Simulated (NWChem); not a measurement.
System: CH5F2NOSi; SMILES CN[Si](O)(F)F

The following NWChem deck was run.

```
start job
memory heap 200 mb stack 900 mb global 1100 mb
geometry units angstroms noautoz
  C     -0.078376     2.357273     0.106598
  N      0.676625     1.124069     0.085419
  Si     0.016788    -0.432774     0.005128
  O     -1.200986    -0.542563    -1.083423
  F      1.242523    -1.427148    -0.314621
  F     -0.634772    -0.982828     1.368561
  H     -0.177873     2.791731     1.117404
  H     -1.095180     2.172384    -0.270937
  H      0.375362     3.121555    -0.546622
  H      1.649789     1.211964     0.355851
  H     -1.007338    -0.234050    -1.972928
end
basis spherical
  * library def2-svp
end
dft
  xc m06-2x
  iterations 150
  mulliken
end
task dft energy
```

All runs use the structure optimised with PBE0/def2-SVP.

What results follow from this input? (M06-2X/def2-SVP.) Quantities: energy (Ha); highest occupied level (eV); orbital gap (eV); dipole (D).


```yaml
energy (Ha): -659.94
highest occupied level (eV): -8.83
orbital gap (eV): 10.54
dipole (D): 3.65
```
